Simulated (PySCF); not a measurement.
## Electric field gradients and quadrupole coupling constants

Compound: C4H11FO2Si2.
Geometry (GFN2-xTB, Å), atoms numbered from 1 in this order:
```xyz
20
C4H11FO2Si2 angstrom
C      0.4441   -0.4638   -1.7486
C      0.2749   -0.1011   -0.3101
C      1.2853    0.0087    0.5531
O      2.5678   -0.2064    0.1840
Si     3.9619   -0.1452    1.0200
O     -0.9843    0.1335    0.1511
Si    -2.4423    0.1067   -0.5558
C     -3.5615    0.5728    0.9172
F     -4.8793    0.6032    0.5033
H      1.4977   -0.6182   -1.9592
H     -0.1100   -1.3739   -1.9718
H      0.0580    0.3321   -2.3834
H      1.1035    0.2753    1.5850
H      3.9580   -1.1131    2.1198
H      4.8727   -0.4890   -0.0591
H      4.1840    1.1914    1.5776
H     -2.8003   -1.2202   -1.0620
H     -2.5711    1.1026   -1.6218
H     -3.5163   -0.1497    1.7356
H     -3.3479    1.5649    1.3221
```

Field gradients from the PBE0/pcSseg-1 density (PySCF, non-relativistic), principal values in atomic units, ordered |Vxx| ≤ |Vyy| ≤ |Vzz|:

```csv
atom,Vxx,Vyy,Vzz
O4,-0.6858,-0.9694,1.6552
O6,-0.6757,-0.9762,1.6519
```

**Question.** Find the asymmetry η = (Vxx − Vyy)/Vzz and the couplings χ = eQV/h (234.96 MHz × Q in barn × V in au), with Q(17O) = −0.0256 b.

**Answer.** 
| atom | environment | nucleus | η | χzz (MHz) | χxx (MHz) | χyy (MHz) |
| --- | --- | --- | --- | --- | --- | --- |
| O4 | silyl ether oxygen | 17O | 0.17 | -9.96 | 4.12 | 5.83 |
| O6 | silyl ether oxygen | 17O | 0.18 | -9.94 | 4.06 | 5.87 |

The tensor is traceless: Vxx + Vyy + Vzz = 0.

**Question.** What is Vzz at O6 in SI units (1 au = 9.71736 × 10²¹ V/m²)?

**Answer.** 1.6519 au = 16.052 × 10²¹ V/m².

**Question.** And the gradient at the other heavy atoms, for which no coupling is worked out here?

**Answer.** 
| atom | environment | Vzz (au) | η |
| --- | --- | --- | --- |
| C1 | allylic carbon | 0.077 | 0.74 |
| C2 | vinylic carbon bearing oxygen | 0.314 | 0.97 |
| C3 | vinylic carbon bearing oxygen | 0.306 | 0.76 |
| Si5 | oxygen-bound silicon | 0.603 | 0.15 |
| Si7 | oxygen-bound silicon | 0.512 | 0.24 |
| C8 | sp3 C–F carbon | 0.571 | 0.14 |
| F9 | alkyl fluorine | 3.171 | 0.03 |

**Question.** What couplings would deuterons (Q(2H) = 0.00286 b) have in place of the hydrogens, at this geometry?

**Answer.** 
```
atom  bonded to  bond length (Å)  Vzz (au)     η  χzz (kHz)
 H10         C1            1.086    0.3131  0.02        210
 H11         C1            1.089    0.3114  0.02        209
 H12         C1            1.089    0.3112  0.02        209
 H13         C3            1.081    0.3223  0.14        217
 H14        Si5            1.465    0.1573  0.04        106
 H15        Si5            1.453    0.1678  0.02        113
 H16        Si5            1.465    0.1572  0.04        106
 H17        Si7            1.465    0.1574  0.03        106
 H18        Si7            1.464    0.1575  0.03        106
 H19         C8            1.093    0.2983  0.09        200
 H20         C8            1.093    0.2983  0.09        200
```

Geometry: GFN2-xTB, one conformer, isolated molecule. GFN2-xTB bond lengths can be off by several hundredths of an ångström, more for odd bonds, and the gradients follow them. With so small a basis the couplings can be 20 % off.
